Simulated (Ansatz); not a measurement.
Program: Ansatz. Geometries: PBE0-D4/def2-TZVP. ΔE: electronic, gas phase. CBS: MP2 limit from def2 TZ/QZ plus the TZ coupled-cluster correction, frozen cores. This one scheme is used for every species, atoms too. Functionals use def2-TZVPP. HSE06 is defined as in plane-wave codes. Open shells (•) are unrestricted, without spin–orbit coupling. Spin–orbit coupling would lower the free atoms: a little for C, Cl, Si; clearly for Ge. For Ge outer-core shells are correlated without core-valence functions, so the limit isn't a true one: a few kJ/mol of doubt a bond, and 10 to 20 or more in all where bonds break to atoms. Scalar relativity is left out up to krypton. Each species was taken in one conformer, which may not be the lowest.

`C[CH2][GeH]([SiH3])[Cl]` → 2 C• + Cl• + Ge• + 9 H• + Si•  (atomization)

`C[CH2][GeH]([SiH3])[Cl]`:

Cartesian coordinates in Å:
```
C 1.104 -1.071 1.122
C 1.006 -0.970 -0.392
Ge 0.120 0.662 -1.006
Si -2.049 1.037 -0.088
Cl 1.336 2.324 -0.292
H 1.632 -1.980 1.422
H 0.117 -1.096 1.590
H 1.645 -0.219 1.540
H 0.450 -1.814 -0.813
H 1.997 -0.981 -0.854
H 0.149 0.770 -2.544
H -2.970 -0.053 -0.511
H -2.575 2.340 -0.568
H -1.962 1.050 1.395
```

| level | ΔE (eV) | difference from CCSD(T)/CBS |
| --- | --- | --- |
| r2SCAN-D4 | 48.59 | 0.00 |
| r2SCANh-D4 | 48.44 | -0.15 |
| HSE06-D4 | 48.42 | -0.17 |
| r2SCAN | 48.50 | -0.09 |
| HSE06 | 48.13 | -0.46 |
| HF/def2-SVP | 36.86 | -11.73 |
| MP2/def2-SVP | 45.88 | -2.71 |
| SCS-MP2/def2-TZVPP | 47.73 | -0.86 |
| CCSD(T)/def2-TZVPP | 47.57 | -1.02 |
| MP2/CBS(def2) | 48.68 | 0.09 |
| CCSD(T)/CBS | 48.59 | 0 |

Largest T1 diagnostic among the species: 0.012.

In def2-TZVPP, CCSD(T) changes the Hartree–Fock value by +10.84 eV (the triples alone add +0.54 eV) and MP2 by +10.93 eV; breaking electron pairs costs correlation energy, which Hartree–Fock lacks. At CCSD(T), def2-SVP lies −2.67 eV from the extrapolated value and def2-TZVPP −1.02 eV: correlation converges slowly with the basis, and small sets miss more of it in the bonded molecule than in its fragments.

For atomizations the MP2-based limit and the directly extrapolated one differ by several kJ/mol either way, and by 10 to 25 for some Ge, Se and Sn compounds, so smaller differences from it don't rank the levels.
